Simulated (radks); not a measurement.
Trend from Zn2+ to Hg2+: ionisation energy by Delta-SCF between NIST ground configurations, and size. Method: Dirac Kohn-Sham, LDA (Slater exchange, Perdew-Wang correlation), spin-unpolarised, spherical densities, finite nucleus; open shells are shared between the two j in proportion to 2j + 1; Fermi nuclear charge, rms radius of each element as measured or else 0.836 A^(1/3) + 0.57 fm; computed with a radial shooting solver on a logarithmic mesh with Libxc functionals.

| species | configuration | IE (eV) | NIST (eV) | kind | -e(HOMO) (eV) | outermost | <r> outermost (bohr) | r at 0.001 e/bohr^3 (bohr) |
|---|---|---|---|---|---|---|---|---|
| Zn2+ | [Ar] 3d10 | 40.896 | 39.723 | exp. | 31.078 (3d5/2) | 3d5/2 | 0.883 | 2.88 |
| Cd2+ | [Kr] 4d10 | 38.259 | 37.47 | exp. | 30.417 (4d5/2) | 4d5/2 | 1.26 | 3.24 |
| Hg2+ | [Xe] 4f14 5d10 | 35.823 | 34.49 | exp. | 28.311 (5d5/2) | 5d5/2 | 1.47 | 3.45 |

Reference values: NIST Atomic Spectra Database (exp. = measured, semi-emp. = semi-empirical, theory = theoretical value adopted there). Spin polarisation and multiplet splitting are left out, so open shells lie too high by an amount that depends on their filling. Sharing an open shell by 2j + 1 raises it above the true ground level by a part of the spin-orbit splitting, which enters the differences from NIST.

Beside tabulated values, note that spin-unpolarised runs miss the spin-polarisation part of the exchange energy of open shells.
